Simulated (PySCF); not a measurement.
## Spin states and ions at one geometry of [Cs4]+

PySCF 2.14.0, UKS BP86, Cs def2-SVP with ECP46; non-relativistic Hamiltonian with scalar-relativistic core potentials where named; density fitting; no spin-orbit coupling; singlets restricted, open shells unrestricted. The geometry is relaxed for charge +1, doublet, vacuum:

```xyz
4

Cs    3.8030   -0.3324    0.0000
Cs   -0.3324    3.8027    0.0000
Cs   -3.8045    0.3339    0.0000
Cs    0.3339   -3.8042    0.0000
```

Energies count from the relaxed state; an electron taken off or put on is at rest in vacuum. Charges and spins are Mulliken's.

| state | energy (eV) | spin squared | charge on Cs1 (e) | spin on Cs1 (e) | dipole about the centre of mass (D) |
| --- | --- | --- | --- | --- | --- |
| charge +1, doublet, vacuum | 0.00 | 0.78 | 0.25 | 0.25 | 0.00 |
| charge +1, quartet, vacuum | 0.46 | 3.75 | 0.25 | 0.75 | 0.00 |
| charge +1, sextet, vacuum | 13.59 | 8.75 | 0.25 | 0.75 | 1.22 |
| charge +2, singlet, vacuum | 5.99 | 0.00 | 0.50 | 0.00 | 0.01 |
| charge +2, triplet, vacuum | 6.31 | 2.00 | 0.50 | 0.50 | 0.01 |
| charge 0, singlet, vacuum | -3.26 | 0.00 | 0.00 | 0.00 | 0.00 |

Task: What does the state charge 0, triplet, vacuum give?

Result: energy (eV) -3.25, spin squared 2.02, charge on Cs1 (e) 0.00, spin on Cs1 (e) 0.50, dipole about the centre of mass (D) 0.00.

With an electron taken off (singlet, the lower of the two states computed) the charges change, summed by element, by Cs +1.00 e. The vertical ionisation energy is 5.99 eV, against −ε(HOMO) = 4.73 eV over both spins of the relaxed state. The level lies 1.3 eV too high, as is usual for semilocal functionals and global hybrids, which keep a self-interaction error.

With an electron put on (singlet, the lower of the two states computed) the charges change, summed by element, by Cs -1.00 e. The vertical electron affinity is 3.26 eV, against −ε(LUMO) = 4.36 eV over both spins of the relaxed state.

Open shells may have lower solutions than those found. Hard to converge, so the more doubtful: charge +1, sextet, vacuum.

A frequency check found unstable modes (3, the lowest at -18 cm⁻¹), so the relaxed geometry is a saddle point, or these are noise.
